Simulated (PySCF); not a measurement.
**Correlation energy of Kr(2+) (krypton, charge +2)**

[Ar] 3d10 4s2 4p4, high-spin 3P determinant. Calculation: PySCF 2.14, in x2c-TZVPPall; the spin-free X2C one-electron Hamiltonian (Gaussian nucleus). Frozen: [Ne]; 24 electrons correlated.

```
  level  correlation energy (mhartree)
   CCSD                        -288.61
    (T)                          -6.27
CCSD(T)                        -294.88
```

Diagnostics: T1 = 0.0040, D1 = 0.0212, largest double amplitude 0.042.

Task: Is a single reference adequate?

Result: Yes, within this model without spin-orbit coupling: T1 lies below 0.03 and no double amplitude reaches 0.07.

This basis was not built for core-valence correlation, so the inner-shell part is incomplete.
